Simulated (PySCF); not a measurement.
C₇H₈, SMILES C1C2C3C2C2C1C32. Geometry optimised at r2SCAN-D4/def2-SVP. One conformer was computed; it need not be the lowest.

Computed equilibrium geometry at r2SCAN-D4/def2-SVP (PySCF confirms it by a frequency run) as bond lengths and angles, and its point group (one conformer of several):
point group C2v.
Atoms: C1 C2 C3 C4 C5 C6 C7 H8 H9 H10 H11 H12 H13 H14 H15. Bonded distances (Å): C1–C2 1.514, C1–C7 1.514, C1–H8 1.104, C1–H9 1.104, C2–C3 1.515, C2–C4 1.515, C2–H10 1.094, C3–C4 1.513, C3–C6 1.548, C3–H11 1.092, C4–C5 1.548, C4–H12 1.092, C5–C6 1.513, C5–C7 1.515, C5–H13 1.092, C6–C7 1.515, C6–H14 1.092, C7–H15 1.094. Bond angles (°): C2–C1–C7 98.7, C2–C1–H8 112.3, C2–C1–H9 112.3, C7–C1–H8 112.3, C7–C1–H9 112.3, H8–C1–H9 108.7, C1–C2–C3 110.7, C1–C2–C4 110.7, C1–C2–H10 122.0, C3–C2–C4 59.9, C3–C2–H10 118.9, C4–C2–H10 118.9, C2–C3–C4 60.0, C2–C3–C6 104.3, C2–C3–H11 124.6, C4–C3–C6 90.0, C4–C3–H11 129.6, C6–C3–H11 127.1, C2–C4–C3 60.0, C2–C4–C5 104.3, C2–C4–H12 124.6, C3–C4–C5 90.0, C3–C4–H12 129.6, C5–C4–H12 127.1, C4–C5–C6 90.0, C4–C5–C7 104.3, C4–C5–H13 127.1, C6–C5–C7 60.0, C6–C5–H13 129.6, C7–C5–H13 124.6, C3–C6–C5 90.0, C3–C6–C7 104.3, C3–C6–H14 127.1, C5–C6–C7 60.0, C5–C6–H14 129.6, C7–C6–H14 124.6, C1–C7–C5 110.7, C1–C7–C6 110.7, C1–C7–H15 122.0, C5–C7–C6 59.9, C5–C7–H15 118.9, C6–C7–H15 118.9.
Charge 0, spin multiplicity 1.
